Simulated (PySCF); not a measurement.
Predicted microwave data (PBE0-D3(BJ)/def2-SVP geometry optimisation, gas phase, def2 core potentials past Kr (PySCF 2.14.0)) for one isomer of C8H20Cl2N2Sn:

```
Rotational constants : A = 724.7, B = 290.5, C = 284.8 MHz
Dipole components    : |μa| = 0.00 D, |μb| = 2.87 D, |μc| = 1.69 D
Inertial defect      : -662.84 u·Å²
κ                    : -0.97
```

Question: Which candidate fits, each taken in the one conformer that was computed?
A. `CC(C)(C)[NH][Sn]([Cl])([Cl])[NH]C(C)(C)C` (SnCl2(NHtBu)2)
B. SnCl2(NEt2)2, `CC[N](CC)[Sn]([Cl])([Cl])[N](CC)CC`

Answer: A. It is CC(C)(C)[NH][Sn]([Cl])([Cl])[NH]C(C)(C)C, a near-prolate asymmetric top, point group Cs. The candidates at the same level (rigid rotor, commonest isotopes):

| SMILES | A (MHz) | B (MHz) | C (MHz) | μa (D) | μb (D) | μc (D) | Δ (u·Å²) | point group | rotor |
| --- | --- | --- | --- | --- | --- | --- | --- | --- | --- |
| CC(C)(C)[NH][Sn]([Cl])([Cl])[NH]C(C)(C)C | 724.7 | 290.5 | 284.8 | 0.00 | 2.87 | 1.69 | -662.84 | Cs | near-prolate asymmetric top |
| CC[N](CC)[Sn]([Cl])([Cl])[N](CC)CC | 561.3 | 395.1 | 367.0 | 0.17 | 2.63 | 0.01 | -802.50 | near C2 | asymmetric top |

`CC[N](CC)[Sn]([Cl])([Cl])[N](CC)CC` has B 36 % too high. In the right answer the mirror of this Cs structure is the bc plane, so μa vanishes by symmetry (the 0.02 D computed is a residue). No structure here is proved a minimum.
